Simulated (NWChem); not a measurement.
All runs are NWChem calculations. System: propylene glycol (C3H8O2), charge 0, spin multiplicity 1, at a geometry optimised with B3LYP/def2-SVP. Level: G0W0@PBE0/def2-SVP, RI basis def2-svp-rifit.

NWChem printed:

```
             Northwest Computational Chemistry Package (NWChem) 7.3.0
             --------------------------------------------------------

                                NWChem Input Module
                                -------------------

 Scaling coordinates for geometry "geometry" by  1.889725989
 (inverse scale =  0.529177249)

                             Geometry "geometry" -> ""
                             -------------------------

 Output coordinates in angstroms (scale by  1.889725989 to convert to a.u.)

  No.       Tag          Charge          X              Y              Z
 ---- ---------------- ---------- -------------- -------------- --------------
    1 C                    6.0000     1.83532200     0.14658500     0.38562000
    2 C                    6.0000     0.43917500     0.28540400    -0.20475300
    3 O                    8.0000    -0.30508800     1.33507300     0.41794900
    4 C                    6.0000    -0.38792400    -1.00101600    -0.14299700
    5 O                    8.0000    -1.68121700    -0.78969000    -0.64479000
    6 H                    1.0000     2.37008500     1.10714600     0.33874500
    7 H                    1.0000     1.78878000    -0.16964700     1.44296800
    8 H                    1.0000     2.42634600    -0.60596500    -0.16041900
    9 H                    1.0000     0.50901200     0.58959800    -1.26301500
   10 H                    1.0000    -0.26633400     1.19789500     1.37604900
   11 H                    1.0000     0.08960800    -1.79571600    -0.74121600
   12 H                    1.0000    -0.40551800    -1.35922900     0.91304600
   13 H                    1.0000    -1.94097300     0.08700800    -0.31864000

 Effective nuclear repulsion energy (a.u.)     194.9458685874

            Nuclear Dipole moment (a.u.)
            ----------------------------
        X                 Y               Z
 ---------------- ---------------- ----------------
     0.0000075589    -0.0000151178     0.0000188973


 Summary of "ao basis" -> "" (spherical)
 ------------------------------------------------------------------------------
       Tag                 Description            Shells   Functions and Types
 ---------------- ------------------------------  ------  ---------------------
 *                          def2-svp                  on all atoms

 new library libraries.bse/

 Summary of "ri basis" -> "" (spherical)
 ------------------------------------------------------------------------------
       Tag                 Description            Shells   Functions and Types
 ---------------- ------------------------------  ------  ---------------------
 *                       def2-svp-rifit               on all atoms

                                 NWChem DFT Module
                                 -----------------

 Summary of "ao basis" -> "ao basis" (spherical)
 ------------------------------------------------------------------------------
       Tag                 Description            Shells   Functions and Types
 ---------------- ------------------------------  ------  ---------------------
 C                          def2-svp                 6       14   3s2p1d
 O                          def2-svp                 6       14   3s2p1d
 H                          def2-svp                 3        5   2s1p

 Summary of "ao basis" -> "ao basis" (spherical)
 ------------------------------------------------------------------------------
       Tag                 Description            Shells   Functions and Types
 ---------------- ------------------------------  ------  ---------------------
 C                          def2-svp                 6       14   3s2p1d
 O                          def2-svp                 6       14   3s2p1d
 H                          def2-svp                 3        5   2s1p

            General Information
            -------------------
          SCF calculation type: DFT
          Wavefunction type:  closed shell.
          No. of atoms     :    13
          No. of electrons :    42
           Alpha electrons :    21
            Beta electrons :    21
          Charge           :     0
          Spin multiplicity:     1
          Use of symmetry is: off; symmetry adaption is: off
[...]
  ----- ------------  ---------------      ----- ------------  ---------------
    32      0.344698   3 O  px               35      0.253088   3 O  px
    61      0.238589   5 O  py               19      0.207881   2 C  py
    62      0.192162   5 O  pz               64      0.155561   5 O  py
   106      0.149446  13 H  s                59     -0.141444   5 O  s
    96      0.141556  11 H  s                 5     -0.138152   1 C  py

 Vector   20  Occ=2.000000D+00  E=-3.051972D-01
              MO Center= -3.5D-01,  3.7D-01,  8.8D-02, r^2= 2.8D+00
   Bfn.  Coefficient  Atom+Function         Bfn.  Coefficient  Atom+Function
  ----- ------------  ---------------      ----- ------------  ---------------
    32      0.370237   3 O  px               33      0.299368   3 O  py
    35      0.282604   3 O  px               62     -0.255174   5 O  pz
    36      0.246661   3 O  py               47      0.192498   4 C  py
    65     -0.181994   5 O  pz               96     -0.169847  11 H  s
     4      0.150587   1 C  px               97     -0.133221  11 H  s

 Vector   21  Occ=2.000000D+00  E=-2.716812D-01
              MO Center= -1.0D+00, -5.5D-01, -3.0D-01, r^2= 2.3D+00
   Bfn.  Coefficient  Atom+Function         Bfn.  Coefficient  Atom+Function
  ----- ------------  ---------------      ----- ------------  ---------------
    62      0.416098   5 O  pz               65      0.320896   5 O  pz
    60     -0.224662   5 O  px              101     -0.219398  12 H  s
    61     -0.218023   5 O  py               63     -0.187324   5 O  px
   102     -0.177026  12 H  s                64     -0.168776   5 O  py
    19     -0.160397   2 C  py               32      0.147040   3 O  px

 Vector   22  Occ=0.000000D+00  E= 5.124980D-02
              MO Center=  4.5D-01,  2.1D-01,  1.0D+00, r^2= 5.6D+00
   Bfn.  Coefficient  Atom+Function         Bfn.  Coefficient  Atom+Function
  ----- ------------  ---------------      ----- ------------  ---------------
     3      1.228981   1 C  s                92     -0.845697  10 H  s
    45      0.740926   4 C  s                77     -0.685151   7 H  s
    82     -0.636429   8 H  s               102     -0.558169  12 H  s
    97     -0.483804  11 H  s                31      0.471152   3 O  s
    72     -0.435440   6 H  s                17      0.371712   2 C  s

 Vector   23  Occ=0.000000D+00  E= 8.600367D-02
              MO Center=  7.0D-01,  2.2D-01,  3.3D-02, r^2= 7.1D+00
   Bfn.  Coefficient  Atom+Function         Bfn.  Coefficient  Atom+Function
  ----- ------------  ---------------      ----- ------------  ---------------
     3      1.582120   1 C  s                72     -0.870516   6 H  s
    82     -0.843016   8 H  s                87     -0.722948   9 H  s
    92      0.688718  10 H  s                97     -0.551108  11 H  s
    31     -0.512185   3 O  s               107      0.460501  13 H  s
    77     -0.457578   7 H  s                17      0.453688   2 C  s

 Vector   24  Occ=0.000000D+00  E= 9.735909D-02
              MO Center=  5.0D-01, -1.7D-01,  8.7D-02, r^2= 6.2D+00
   Bfn.  Coefficient  Atom+Function         Bfn.  Coefficient  Atom+Function
  ----- ------------  ---------------      ----- ------------  ---------------
    77      1.144667   7 H  s                87     -1.116731   9 H  s
     3     -0.800027   1 C  s                17      0.731022   2 C  s
   102      0.599746  12 H  s                97     -0.534605  11 H  s
    23     -0.518333   2 C  pz                9     -0.501509   1 C  pz
   107     -0.435947  13 H  s                59      0.406458   5 O  s

 center of mass
 --------------
 x =  -0.11243871 y =   0.02332434 z =  -0.03910828

 moments of inertia (a.u.)
 ------------------
         283.825609969879         -90.096769054853         -90.952872482481
         -90.096769054853         461.700337163984         -71.372458600554
         -90.952872482481         -71.372458600554         608.421807121190

     Multipole analysis of the density
     ---------------------------------

     L   x y z        total         alpha         beta         nuclear
     -   - - -        -----         -----         ----         -------
     0   0 0 0     -0.000000    -21.000000    -21.000000     42.000000

     1   1 0 0      0.725679      0.362836      0.362836      0.000008
     1   0 1 0      0.059470      0.029743      0.029743     -0.000015
     1   0 0 1      0.665646      0.332813      0.332813      0.000019

     2   2 0 0    -24.383187   -127.539154   -127.539154    230.695122
     2   1 1 0     -1.998275    -24.410164    -24.410164     46.822054
     2   1 0 1     -1.815736    -25.653695    -25.653695     49.491654
     2   0 2 0    -25.625644    -74.167438    -74.167438    122.709232
     2   0 1 1      0.180758    -18.797327    -18.797327     37.775413
     2   0 0 2    -21.835556    -34.461582    -34.461582     47.087607

 Task  times  cpu:       14.3s     wall:       14.3s

                                NWChem Input Module
                                -------------------

                                 NWChem GW Module
                                 ----------------

                             ***********************
                             ***        GW       ***
                             ***********************

 Summary of "ri basis" -> "ri basis" (spherical)
 ------------------------------------------------------------------------------
       Tag                 Description            Shells   Functions and Types
 ---------------- ------------------------------  ------  ---------------------
 C                       def2-svp-rifit             16       48   6s5p4d1f
 O                       def2-svp-rifit             16       48   6s5p4d1f
 H                       def2-svp-rifit              6       14   3s2p1d

                 Memory Information
                 ------------------
          Available GA per process is          1699.9 MBs
          Available stack per process is        700.0 MBs
          Available heap per process is           0.0 MBs

          Peak memory in Initialization
              Peak GA per process is                  7.8 MBs
              Peak stack per process is               0.1 MBs
              Peak heap per process is                8.1 MBs
              Memory not in MA per process            0.0 MBs

          Peak memory in AFF Calculation
              Peak GA per process is                 38.4 MBs
              Peak stack per process is              26.7 MBs
              Peak heap per process is                0.0 MBs
              Memory not in MA per process           26.7 MBs

          Computing 2-center integrals
          Computing Inverse Cholesky factor
          Computing 3-center integrals
          Computing V_xc ...

          Computing Sigma_x
          Computing RPA polarizability
          Solving quasiparticle equations

                  Alpha Orbitals
          State     Energy (eV)     Error (eV)
          -----------------------------------
@GW        18        -11.889           0.002
@GW        19        -11.467           0.005
@GW        20        -10.429           0.005
@GW        21         -9.573           0.005
@GW        22          3.612           0.005
@GW        23          4.590           0.005

   Applying  -2.1805 eV scissor-shift to rest of particle states

   Applying   2.2174 eV scissor-shift to rest of hole states

     GW Timing Statistics
   ------------------------
   Init.   :          0.0s
     ERIs  :          0.9s
     Distr.:          0.0s
     Vxc   :          1.8s
   Sigma_x :          0.0s
   RPA     :          1.6s
   Wmn     :          0.0s
   Sigma_c :          0.0s
   GW total:          4.4s

 Task  times  cpu:        4.4s     wall:        4.4s

 Total times  cpu:       18.8s     wall:       18.8s
```

Question: Write an NWChem input that would produce this output.

Answer: This is not unique; one that fits is 
```
start mol
memory heap 200 mb stack 700 mb global 1700 mb
geometry units angstroms nocenter noautoz noautosym
  C      1.835322     0.146585     0.385620
  C      0.439175     0.285404    -0.204753
  O     -0.305088     1.335073     0.417949
  C     -0.387924    -1.001016    -0.142997
  O     -1.681217    -0.789690    -0.644790
  H      2.370085     1.107146     0.338745
  H      1.788780    -0.169647     1.442968
  H      2.426346    -0.605965    -0.160419
  H      0.509012     0.589598    -1.263015
  H     -0.266334     1.197895     1.376049
  H      0.089608    -1.795716    -0.741216
  H     -0.405518    -1.359229     0.913046
  H     -1.940973     0.087008    -0.318640
end
basis spherical
  * library def2-svp
end
basis "ri basis" bse spherical
  * library def2-svp-rifit
end
dft
  xc pbe0
  iterations 100
  direct
  tolerances tight
end
task dft energy
gw
  states alpha occ 4 vir 2
end
task dft gw
```
